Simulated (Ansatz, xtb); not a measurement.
C6H3FOS: 4 structures ranked

4 gas-phase structures of C6H3FOS, from a drawn sample of its isomers (lower ones may exist). Each was relaxed with GFN2-xTB:

A. `Fc1coc2ccsc12`, a singlet
B. `Fc1cc2occc2s1`, a singlet
C. `C#Cc1cc(F)c(S)o1`, a singlet
D. `Fc1cc2sccc2o1`, a singlet

Question: Which do you expect lowest at r2SCAN-D4/def2-SVP, and how would the others follow?

Answer: Calculated order at r2SCAN-D4/def2-SVP: D (0.0), B (4.7), A (5.1), C (48.2) kcal/mol. Less than 1 kcal/mol parts B and A, so the order within that pair means little.

Energies above the lowest of each column, in kcal/mol; the last columns are at B3LYP-D3(BJ)/def2-SVP geometries and were run for some of them only (a dash: not run or not comparable):

| structure | GFN2-xTB | HF/STO-3G | r2SCAN-D4/def2-SVP | B3LYP-D3(BJ)/def2-SVP | CCSD(T)/def2-SVP + ΔMP2/def2-TZVPP |
| --- | --- | --- | --- | --- | --- |
| D | 0.0 | 0.0 | 0.0 | 0.0 | 0.0 |
| B | 2.1 | 2.1 | 4.7 | 4.4 | 4.5 |
| A | 2.2 | 4.7 | 5.1 | 4.5 | 4.5 |
| C | 42.7 | 57.9 | 48.2 | – | – |

Every level run on D puts it lowest or level with the lowest. CCSD(T)/def2-SVP + ΔMP2/def2-TZVPP orders those it was run on as D (0.0), A (4.5), B (4.5) kcal/mol. Less than 1 kcal/mol parts A and B, so the order within that pair means little. Flexible structures stand in one conformer each, not always the lowest. Frequencies (GFN2-xTB) were run for A, B, D alone. ΔMP2 is the change of the MP2 energy from the smaller to the larger basis.

Over these structures GFN2-xTB departs from r2SCAN-D4/def2-SVP by 1.4 kcal/mol on average once a common shift is removed. A GFN2-xTB relaxation took about 0.054 s and the r2SCAN-D4/def2-SVP energy about 1.9 s on a shared host (Ansatz 0.2.0, xtb 6.7.1).
